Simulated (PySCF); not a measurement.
# C₆ coefficients of unlike pairs at UHF

Calculated with PySCF 2.14 from the dipole response of each species, C₆(A,B) = (3/π) ∫ α_A(iu) α_B(iu) du, in atomic units, from isotropic polarisabilities. For ions this is the dispersion term alone; charge-induced terms of lower order in 1/R come first.

| species | configuration | basis | relativity | α (bohr³) | C₆ (like pair) |
| --- | --- | --- | --- | --- | --- |
| P³⁺ | [Ne] 3s2 (1S) | x2c-TZVPPall with one added diffuse shell each of s, p, d type (6s6p4d1f) | spin-free X2C | 7.081 | 18.49 |
| Zn⁺ | [Ar] 3d10 4s1 (2S) | x2c-TZVPPall with one added diffuse shell each of s, p, d, f type (7s6p5d3f1g) | spin-free X2C | 23.70 | 102.5 |
| C²⁺ | [He] 2s2 (1S) | aug-cc-pVTZ (5s4p3d2f) | none | 4.490 | 7.068 |
| Ag²⁺ | [Kr] 4d9 (2D) | def2-TZVPPD with the def2 core potential (28 electrons) (6s4p3d2f1g) | core potential | 4.466 | 20.71 |

(1) Estimate C₆ for Ag²⁺ with C²⁺.

No spin-orbit coupling is included.

The other pairs:

| pair | C₆ |
| --- | --- |
| Ag²⁺, P³⁺ | 17.07 |
| Ag²⁺, Zn⁺ | 36.39 |
| C²⁺, P³⁺ | 11.43 |
| C²⁺, Zn⁺ | 26.00 |
| Zn⁺, P³⁺ | 41.85 |

Answers

(1) The integral gives 10.49. The combination rule 2 C_A C_B / (C_A α_B/α_A + C_B α_A/α_B) gives 10.51 and the geometric mean 12.10.
